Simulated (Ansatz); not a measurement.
System: sum formula NbO₂F (charge -1, doublet). The spin state was set by rule; other spins were not relaxed. 
Geometry from a B3LYP-D3(BJ)/def2-TZVP (Ansatz, a program for electronic structure) optimisation:
```xyz
4

Nb    -0.1000     0.0626     0.1035
O     -1.1755    -1.2568    -0.3473
O     -0.2136     1.4061    -1.0291
F      1.6901    -0.4180     0.7518
```
Charge -1, spin multiplicity 2.

Total electronic energies in hartree. Valence correlation only, unless marked. Open shells are spin-unrestricted. Spin-orbit coupling is left out. The frozen core is the preceding noble-gas configuration, with the filled d and f shells of earlier blocks. Past Kr the def2 sets carry scalar-relativistic core potentials. CBS(X,Y): correlation extrapolated as X^-3; Hartree-Fock from the larger set. [CCSD(T)-MP2]/basis is that difference in the basis named.

| level | program | energy (Eh) |
|---|---|---|
| HF/def2-TZVPP | Ansatz | -305.83025 |
| PBE/def2-TZVPD | Ansatz | -307.41063 |
| PBE-D3(BJ)/def2-TZVPD | Ansatz + dftd3 | -307.41286 |
| BLYP-D3(BJ)/def2-TZVPD | Ansatz + dftd3 | -307.60035 |
| PBE0-D4/def2-TZVP | Ansatz + dftd4 | -307.33990 |
| PBE0/def2-TZVP | Ansatz | -307.33691 |
| BHLYP/def2-TZVPD | Ansatz | -307.37529 |
| HSE06-D4/def2-TZVPD | Ansatz + dftd4 | -307.33443 |
| CAM-B3LYP-D3(BJ)/def2-TZVPD | Ansatz + dftd3 | -307.50514 |
| B2GP-PLYP/def2-TZVPD | Ansatz | -307.22615 |
| RPA@PBE/def2-TZVPP | Ansatz | -307.12172 |
| RI-MP2/def2-TZVPP | Ansatz | -306.76947 |
| RI-MP2/def2-TZVPPD | Ansatz | -306.78255 |
| CCSD/def2-TZVPP | Ansatz | -306.72853 |
| RI-MP2/CBS(def2-TZVPPD,def2-QZVPPD)+[CCSD(T)-MP2]/def2-SVPD | Ansatz | -306.9132 |

Totals of different functionals don't rank their quality; only differences between species are comparable.
